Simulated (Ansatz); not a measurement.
H6Si3, SMILES `[SiH2]=[SiH][SiH3]` (charge 0, multiplicity 1).

Z-matrix (Å, degrees):
```
Si
H 1 1.4810
Si 1 2.1518 2 117.43
H 3 1.4771 1 119.69 2 179.32
H 3 1.4779 4 112.91 1 -157.81
Si 1 2.3238 2 118.36 3 151.35
H 6 1.4813 1 107.23 2 -170.44
H 6 1.4827 7 109.54 1 -121.90
H 6 1.4827 7 109.11 8 -118.25
```
Charge 0, multiplicity 1.

Frozen-core energies in 6-31g from Ansatz (an electronic-structure program) at a geometry from B3LYP-D3(BJ)/def2-TZVP; the HF reference has <S^2> = 0.00 (restricted, and unstable towards unrestricted orbitals) and the T1 diagnostic is 0.011.

| level | energy (Ha) | difference from CCSDTQ (mHa) |
|---|---|---|
| HF | -870.05631 | 223.75 |
| MP2 | -870.22341 | 56.64 |
| CCSD | -870.27358 | 6.47 |
| CCSD(T) | -870.27860 | 1.45 |
| CCSDT | -870.27962 | 0.44 |
| CCSDT(Q) | -870.28002 | 0.03 |
| CCSDTQ | -870.28005 | 0.00 |
